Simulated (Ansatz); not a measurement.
Reaction (ligand exchange at the Si–C bond): `O[SiH2]C[SiH2]O` + `[SiH3][SiH2]S` → `O[SiH2]S[SiH2][SiH3]` + `C[SiH2]O`

Isolated molecules relaxed with PBE0-D4/def2-TZVP in Ansatz; ΔE leaves out vibrations. CCSD(T)/CBS is the MP2 limit (def2-TZVPP, def2-QZVPP) plus CCSD(T) − MP2 in def2-TZVPP, frozen cores. This one scheme is used for every species. DFT in def2-TZVPP. Each species was taken in one conformer, which may not be the lowest.

```
               species  PBE-D4 energy (Eh)
     `O[SiH2]C[SiH2]O`          -772.04709
       `[SiH3][SiH2]S`          -980.35516
`O[SiH2]S[SiH2][SiH3]`         -1346.17231
            `C[SiH2]O`          -406.25083
```

Q: Work out ΔE.

A: ΔE = (-1346.17231) + (-406.25083) − (-772.04709) − (-980.35516) = -0.02089 Eh = -0.57 eV. CCSD(T)/CBS gives -0.54 eV.

Largest T1 diagnostic among the species: 0.012.
